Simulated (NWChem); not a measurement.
Program: NWChem. System: Cu2, charge 0, spin multiplicity 1, at a geometry optimised with PBE/def2-SVP. The structure started from a generated list of species.

Job file:

```
start mol
memory heap 200 mb stack 900 mb global 1100 mb
geometry units angstroms nocenter noautoz
  Cu     0.000000     0.000000     1.076541
  Cu     0.000000     0.000000    -1.076541
  symmetry group D2h
end
basis spherical
  * library def2-svpd
end
dft
  xc b3lyp
  semidirect memsize 60000000 filesize 0
  iterations 100
end
tddft
  rpa
  nroots 6
  notriplet
  thresh 1e-4
end
task tddft energy
```

The output up to the point where the run's verdict is printed (cleaned and shortened):

```
             Northwest Computational Chemistry Package (NWChem) 7.3.0
             --------------------------------------------------------

                                NWChem Input Module
                                -------------------

 Scaling coordinates for geometry "geometry" by  1.889725989
 (inverse scale =  0.529177249)

 Turning off AUTOSYM since
 SYMMETRY directive was detected!

                             Geometry "geometry" -> ""
                             -------------------------

 Output coordinates in angstroms (scale by  1.889725989 to convert to a.u.)

  No.       Tag          Charge          X              Y              Z
 ---- ---------------- ---------- -------------- -------------- --------------
    1 Cu                  29.0000     0.00000000     0.00000000     1.07654100
    2 Cu                  29.0000     0.00000000     0.00000000    -1.07654100

 Effective nuclear repulsion energy (a.u.)     206.6981500977

            Nuclear Dipole moment (a.u.)
            ----------------------------
        X                 Y               Z
 ---------------- ---------------- ----------------
     0.0000000000     0.0000000000     0.0000000000

      Symmetry information
      --------------------

 Group name             D2h
 Group number             26
 Group order               8
 No. of unique centers     1

      Symmetry unique atoms

     1


 Summary of "ao basis" -> "" (spherical)
 ------------------------------------------------------------------------------
       Tag                 Description            Shells   Functions and Types
 ---------------- ------------------------------  ------  ---------------------
 *                         def2-svpd                  on all atoms

                                 NWChem DFT Module
                                 -----------------

 Summary of "ao basis" -> "ao basis" (spherical)
 ------------------------------------------------------------------------------
       Tag                 Description            Shells   Functions and Types
 ---------------- ------------------------------  ------  ---------------------
[...]
         520.888977941233           0.000000000000           0.000000000000
           0.000000000000         520.888977941233           0.000000000000
           0.000000000000           0.000000000000           0.000000000000

     Multipole analysis of the density
     ---------------------------------

     L   x y z        total         alpha         beta         nuclear
     -   - - -        -----         -----         ----         -------
     0   0 0 0     -0.000000    -29.000000    -29.000000     58.000000

     1   1 0 0      0.000000      0.000000      0.000000      0.000000
     1   0 1 0     -0.000000     -0.000000     -0.000000      0.000000
     1   0 0 1     -0.000000     -0.000000     -0.000000      0.000000

     2   2 0 0    -22.674683    -11.337341    -11.337341      0.000000
     2   1 1 0      0.000000      0.000000      0.000000      0.000000
     2   1 0 1     -0.000000     -0.000000     -0.000000      0.000000
     2   0 2 0    -22.674683    -11.337341    -11.337341      0.000000
     2   0 1 1      0.000000      0.000000      0.000000      0.000000
     2   0 0 2    -27.704093   -133.872930   -133.872930    240.041767

                                NWChem TDDFT Module
                                -------------------

            General Information
            -------------------
           No. of orbitals :     136
            Alpha orbitals :      68
             Beta orbitals :      68
        Alpha frozen cores :       0
         Beta frozen cores :       0
     Alpha frozen virtuals :       0
      Beta frozen virtuals :       0
         Spin multiplicity :       1
    Number of AO functions :      68
        Use of symmetry is : off
      Symmetry adaption is : on
         Schwarz screening :  0.10D-07

              XC Information
              --------------
                  B3LYP Method XC Potential
              Hartree-Fock (Exact) Exchange   0.20
                 Slater Exchange Functional   0.80 local
             Becke 1988 Exchange Functional   0.72 non-local
       Lee-Yang-Parr Correlation Functional   0.81
           VWN I RPA Correlation Functional   0.19 local

             TDDFT Information
             -----------------
          Calculation type : TDDFT
         Wavefunction type : Restricted singlets
          No. of electrons :      58
           Alpha electrons :      29
            Beta electrons :      29
              No. of roots :       6
          Max subspacesize :    5200
            Max iterations :     100
               Target root :       1
           Target symmetry : none
      Symmetry restriction : off
                 Algorithm : Optimal
        Davidson threshold :  0.10D-03

            Memory Information
            ------------------
          Available GA space size is         144174576 doubles
          Available MA space size is          50654756 doubles
          Length of a trial vector is         1131
          Algorithm : Incore multiple tensor contraction
          Estimated peak GA usage is          23778820 doubles
          Estimated peak MA usage is             25800 doubles

    6 smallest eigenvalue differences (eV)
--------------------------------------------------------
  No. Spin  Occ  Vir  Irrep   E(Occ)    E(Vir)   E(Diff)
--------------------------------------------------------
    1    1   29   30 b1g      -0.178    -0.409    -6.280
    2    1   28   30 au       -0.323    -0.409    -2.348
    3    1   27   30 b1g      -0.458    -0.409     1.341
    4    1   26   30 b1u      -0.462    -0.409     1.444
    5    1   25   30 b3u      -0.478    -0.409     1.890
    6    1   24   30 b2u      -0.478    -0.409     1.890
--------------------------------------------------------

  Entering Davidson iterations
  Restricted singlet excited states

  Iter   NTrls   NConv    DeltaV     DeltaE      Time
  ----  ------  ------  ---------  ---------  ---------
```

The program stopped with an error. NWChem stopped with the message: tddft_diagon: A-B is not positive-definite; try TDA.
